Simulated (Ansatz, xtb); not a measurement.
# Ranking isomers of B4ClH6N3

3 gas-phase structures of B4ClH6N3, from a drawn sample of its isomers (lower ones may exist). Each was relaxed with GFN2-xTB; where two conformers were screened, the lower at r2SCAN-D4/def2-SVP is listed:

A. `BN1BNB(Cl)NB1`, a singlet
B. `BN1BNBNB1Cl`, a singlet
C. `BB1NBNB(Cl)N1`, a singlet

Q: Make a reasoned guess at their ranking by r2SCAN-D4/def2-SVP single-point energy.

A: Calculated order at r2SCAN-D4/def2-SVP: A (0.0), B (1.6), C (30.2) kcal/mol.

Energies above the lowest of each column, in kcal/mol; the last columns are at PBE-D3(BJ)/def2-SVP geometries:

```csv
structure,GFN2-xTB,HF/STO-3G,r2SCAN-D4/def2-SVP,PBE-D3(BJ)/def2-SVP,CCSD(T)/def2-SVP + ΔMP2/def2-TZVPP
A,0.0,0.0,0.0,0.0,0.0
B,0.5,1.9,1.6,1.4,1.5
C,35.2,37.0,30.2,29.2,30.4
```

Every level run on A puts it lowest or level with the lowest. Flexible structures stand in one conformer each, not always the lowest. ΔMP2 is the change of the MP2 energy from the smaller to the larger basis.

Programs: Ansatz 0.2.0, xtb 6.7.1.
